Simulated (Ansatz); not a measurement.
`B/C=C/O` + HI → `O/C=C\I` + BH₃  (substitution at a C–B bond)

Computed with Ansatz on PBE0-D4/def2-TZVP structures; ΔE is electronic, products minus reactants. CCSD(T)/CBS is the MP2 limit (def2-TZVPP, def2-QZVPP) plus CCSD(T) − MP2 in def2-TZVPP, frozen cores. This one scheme is used for every species. Double bonds are as drawn, so ΔE can hold a change between cis and trans. DFT in def2-TZVPP. Elements past krypton have def2 core potentials. For I outer-core shells are correlated without core-valence functions, which leaves a few kJ/mol of doubt a bond. One conformer a species, not always the lowest.

| level | ΔE (eV) |
| --- | --- |
| B2PLYP | 1.04 |
| PBE | 1.11 |
| r2SCAN | 1.11 |
| HF/def2-TZVPP | 1.10 |
| SCS-MP2/def2-TZVPP | 0.93 |
| CCSD(T)/def2-TZVPP | 0.99 |
| SCS-MP2/def2-QZVPP | 0.90 |
| MP2/CBS(def2) | 0.89 |

Task: What does CCSD(T)/CBS give? (Estimate.)

Result: Ansatz gave: +0.94 eV. The listed levels differ from it by 0.10, 0.17, 0.17, 0.16, -0.01, 0.05, -0.04, -0.05 eV.

Largest T1 diagnostic among the species: 0.013.

In def2-TZVPP, CCSD(T) changes the Hartree–Fock value by −0.11 eV (the triples alone add −0.02 eV) and MP2 by −0.16 eV. The D4 term adds −0.06 eV with B3LYP and −0.03 eV with PBE0; it sums over pairs of atoms, weighted by their polarisabilities, and B3LYP, whose exchange is more repulsive, gets the larger term.

B3LYP here is the variant with VWN-RPA as its local correlation; programs differ in this.
